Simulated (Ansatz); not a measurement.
Geometry optimisation, Ansatz 0.2.0, RKS BHLYP-D4/def2-SVP.

Input file:

```yaml
crystal:
  periodic: [false, false, false]
  atoms:
    - { symbol: B, position_ang: [-0.057666, -0.178808, -0.133461] }
    - { symbol: F, position_ang: [-0.063688, -0.528422, 1.151854] }
    - { symbol: H, position_ang: [0.97906, 0.041548, -0.681589] }
    - { symbol: "N", position_ang: [-1.2659, -0.203, -0.825318] }
    - { symbol: H, position_ang: [-2.130599, -0.487416, -0.399532] }
    - { symbol: H, position_ang: [-1.327118, 0.00067, -1.804913] }
    - { symbol: O, position_ang: [-0.217317, 2.188734, 0.961529] }
    - { symbol: H, position_ang: [-1.117526, 2.185555, 0.643298] }
    - { symbol: H, position_ang: [-0.215445, 1.52224, 1.674931] }
basis:
  gaussian: { orbitals: def2-SVP }
hamiltonian:
  xc: { name: BHLYP }
  dispersion: d4
relax:
  f_tol: 0.03
  max_steps: 50
output:
  orbitals: {}
```

Run as:

```bash
$ ansatz run input.yaml --threads 1 --pin off --max-ram 2048MiB --backend cpu --events-out ev --progress --plain --runs-dir out
```

Problem. Where does it end, and by what steps?

Solution. The forces met the threshold. The force dipped under the threshold on the way, but the program's further checks kept it going. After 13 steps the energy has fallen by 0.028 eV; H8 moved furthest, 0.27 Å.

| step | energy less start (eV) | largest force component (eV/Å) | accepted |
| --- | --- | --- | --- |
| 0 | 0.0000 | 0.808 | yes |
| 1 | -0.0244 | 0.227 | yes |
| 2 | -0.0167 | 0.462 | no |
| 3 | -0.0265 | 0.160 | yes |
| 4 | -0.0271 | 0.085 | yes |
| 5 | -0.0274 | 0.016 | yes |
| 6 | -0.0276 | 0.018 | yes |
| 7 | -0.0276 | 0.116 | yes |
| 8 | -0.0278 | 0.040 | yes |
| 9 | -0.0280 | 0.023 | yes |
| 10 | -0.0280 | 0.057 | yes |
| 11 | -0.0281 | 0.040 | yes |
| 12 | -0.0281 | 0.021 | no |
| 13 | -0.0281 | 0.006 | yes |

```xyz
9
Properties=species:S:1:pos:R:3
B -0.082 -0.232 -0.179
F -0.124 -0.489 1.137
H 0.971 -0.010 -0.696
N -1.265 -0.295 -0.899
H -2.146 -0.537 -0.481
H -1.302 -0.131 -1.888
O -0.219 2.326 1.057
H -1.157 2.317 0.878
H -0.092 1.592 1.657
```

Whether the end is a true minimum wasn't checked by a vibrational analysis.

Time of the run: 23 s on 1 thread of Intel(R) Xeon(R) 6975P-C (Granite Rapids) (shared host), peak memory 0.16 GiB.
